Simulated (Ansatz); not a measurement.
Geometry optimisation, DFT PBE, scalar-relativistic, plane waves, PAW (Ansatz).

Input:

```yaml
accuracy: low
crystal:
  lattice:
    - [8.434327, 0.0, 0.0]
    - [0.0, 8.434327, 0.0]
    - [0.0, 0.0, 8.434327]
  atoms:
    - { symbol: Cl, position: [0.9990879, -0.0205158, 0.3489954] }
    - { symbol: Cl, position: [0.9549492, 0.0517707, 0.1255978] }
    - { symbol: Cl, position: [0.4974431, 0.3330764, 0.4783997] }
    - { symbol: Cl, position: [0.2678527, 0.3393117, 0.4126014] }
    - { symbol: Cl, position: [0.0685615, 0.4535978, 0.872799] }
    - { symbol: Cl, position: [0.0202175, 0.2504679, 0.7566905] }
    - { symbol: Cl, position: [0.4780612, 0.8925644, 0.469704] }
    - { symbol: Cl, position: [0.5635478, 0.8627142, 0.2486133] }
    - { symbol: Cl, position: [0.855017, 0.6431054, 0.2299671] }
    - { symbol: Cl, position: [0.7398757, 0.5360147, 0.0500945] }
    - { symbol: Cl, position: [0.5379363, 0.2183752, 1.0917772] }
    - { symbol: Cl, position: [0.6417109, 0.17714, 0.8805651] }
    - { symbol: Cl, position: [0.2526687, 0.8246372, 0.8450717] }
    - { symbol: Cl, position: [0.4526371, 0.6970402, 0.8735618] }
    - { symbol: Cl, position: [0.1438391, 0.7350191, 0.5029911] }
    - { symbol: Cl, position: [-0.0131635, 0.7432807, 0.6828855] }
basis:
  ecutwfc: 420.0
kpoints:
  mp_grid: { grid: [1, 1, 1] }
hamiltonian:
  xc: pbe
scf:
  occupations: { method: fermi_dirac, width: 0.05 }
  lower_state_search: "off"
relax:
  f_tol: 0.3
  max_steps: 15
  adjacent_minimum: "off"
output:
  write_density: true
  write_potential: true
  elf: true
  volumetric_format: npy
```

Run as:

```bash
$ ansatz run input.yaml --threads 1 --pin off --max-ram 3072MiB --backend cpu --events-out ev --progress --plain --runs-dir out
```

Question: Where does it end, and by what steps?

Answer: It converged. The threshold is loose, so the end isn't yet a minimum. The force dipped under the threshold on the way, but the program's further checks kept it going. Limits of this set-up: coarse k mesh, low accuracy level. After 13 steps the energy has fallen by 2.382 eV; Cl16 moved furthest, 1.36 Å.

```tsv
step	energy less start (eV)	largest force component (eV/Å)	accepted
0	0.0000	1.120	yes
1	-0.6489	0.410	yes
2	-1.0332	0.504	yes
3	-1.3056	0.710	yes
4	-1.4763	0.625	yes
5	-1.5877	0.471	yes
6	-1.6819	0.320	yes
7	-1.7698	0.195	yes
8	-1.8800	0.296	yes
9	-2.0117	0.335	yes
10	-2.1429	0.526	yes
11	-2.2788	0.411	yes
12	-2.3815	0.108	yes
13	-2.3815	0.108	yes
```

```xyz
16
Lattice="8.4343 0.0000 0.0000 0.0000 8.4343 0.0000 0.0000 0.0000 8.4343" Properties=species:S:1:pos:R:3
Cl 8.488 1.163 2.725
Cl 8.361 0.998 0.677
Cl 4.828 2.926 3.818
Cl 2.926 2.451 3.320
Cl 1.032 3.097 6.400
Cl 0.112 1.335 6.083
Cl 4.047 6.506 4.800
Cl 4.124 6.471 2.725
Cl 7.764 5.293 1.608
Cl 6.576 4.567 0.169
Cl 4.004 2.026 8.974
Cl 4.869 1.713 7.181
Cl 2.194 7.434 8.265
Cl 3.961 6.422 8.179
Cl 0.855 6.390 4.898
Cl -1.219 6.469 4.994
```

Run time: 36 s on 1 thread of Arm Neoverse V2, on a shared host, peak memory 0.48 GiB.
